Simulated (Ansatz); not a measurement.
Input for Ansatz (a program for electronic structure): R-CCSD(T)/def2-TZVPP on CH3BrSi (SMILES C[Si]Br), a point of a torsion scan. The run froze 20 orbitals, filled d shells among them.

Ansatz 0.2 input:
```yaml
crystal:
  periodic: [false, false, false]
  atoms:
    - {symbol: C, position_ang: [-0.62955380, -0.00589608, 0.02215308]}
    - {symbol: Si, position_ang: [0.93388943, 1.08933961, -0.15351028]}
    - {symbol: Br, position_ang: [1.65499468, 1.09216825, 2.03344111]}
    - {symbol: H, position_ang: [-0.81749901, -0.35757511, 1.03671940]}
    - {symbol: H, position_ang: [-1.51017135, 0.54481928, -0.30776904]}
    - {symbol: H, position_ang: [-0.54739482, -0.88010590, -0.62332708]}
basis:
  gaussian:
    orbitals: def2-TZVPP
magnetization: {spin_polarized: false}
correlation: {method: ccsd_t, electrons: outside_noble_gas}
scf: {lower_state_search: off}
```

The log:

```
WARN ansatz: RAYON_NUM_THREADS=1 ignored (pool sized by the plan → 1); use --threads N
Functional definition: HF
these checks for a lower state are left out or cut short: stability, starts, cluster_reference, orbital_swaps, neighbouring_geometries, increment
integrals: 0.44 GiB planned
988 factors; integrals over basis functions are off by at most 9.8e-4 eV
mean field: 0.50 GiB planned
mean field evaluation 1: about -78937.7496 eV, gradient 2.8e1 eV
mean field evaluation 2: about -78937.8782 eV, gradient 2.8e1 eV
mean field evaluation 4: about -78940.0841 eV, gradient 2.5e0 eV
mean field evaluation 8: about -78940.1338 eV, gradient 2.1e-1 eV
mean field evaluation 16: about -78940.1343 eV, gradient 2.8e-6 eV
mean field -78940.13425316 eV, -2900.9964262588 hartree, gradient 2.8e-6 eV, S^2 0.000000; 0 other end points of the search recorded, 0 dependent functions left out
20 core orbitals not correlated
reference -78940.13425316 eV, -2900.9964262588 hartree; 9, 9 occupied and 134, 134 virtual orbitals, 988 factors
second order -11.91125068 eV of doubles, -0.00000000 eV of singles
coupled cluster: 1.12 GiB planned
cycle   1  -12.62117009 eV  change   -7.1e-1 eV  update   8.5e-2
cycle   2  -12.95664866 eV  change   -3.4e-1 eV  update   2.9e-2
cycle   3  -13.02615855 eV  change   -7.0e-2 eV  update   1.5e-2
cycle   4  -13.01808704 eV  change    8.1e-3 eV  update   4.6e-3
cycle   5  -13.01682261 eV  change    1.3e-3 eV  update   1.9e-3
cycle   6  -13.01706138 eV  change   -2.4e-4 eV  update   6.3e-4
cycle   7  -13.01698360 eV  change    7.8e-5 eV  update   2.2e-4
cycle   8  -13.01703138 eV  change   -4.8e-5 eV  update   7.9e-5
cycle   9  -13.01702939 eV  change    2.0e-6 eV  update   3.0e-5
cycle  10  -13.01701326 eV  change    1.6e-5 eV  update   1.2e-5
perturbative correction -0.55729807 eV, -0.0204803264 hartree
Total energy: -78953.70856449 eV, -2901.4952729993 hartree
Checks for a lower state left out: stability, starts, cluster_reference, orbital_swaps, neighbouring_geometries, increment
```

The run converged.

Cost: very roughly 14 core-seconds.
